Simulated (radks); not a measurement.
Question: All-electron atom: the nitrogen ion N+ in 1s1 2s2 2p2 3p1 (not the ground configuration). Method: scalar-relativistic Kohn-Sham, LDA (Slater exchange, Perdew-Wang correlation), spin-unpolarised, spherical densities, finite nucleus; Fermi nuclear charge, rms radius 2.5582 fm; computed with a radial shooting solver on a logarithmic mesh with Libxc functionals. Some entries of the table are withheld. Estimate them.

orbital  occ.  eigenvalue (hartree)  <r^2> (bohr^2)  r(max) (bohr)
1s          1             -17.22159         0.06585            (1)
2s          2                   (2)           1.435         0.8897
2p          2              -1.32506           1.288         0.7467
3s          0              -0.33810           14.81          3.167
3p          1              -0.25759           18.10          3.457
3d          0              -0.14785             (3)          4.087

Answer: 
(1) 1s r(max) (bohr): 0.1449
(2) 2s eigenvalue (hartree): -1.71222
(3) 3d <r^2> (bohr^2): 26.88
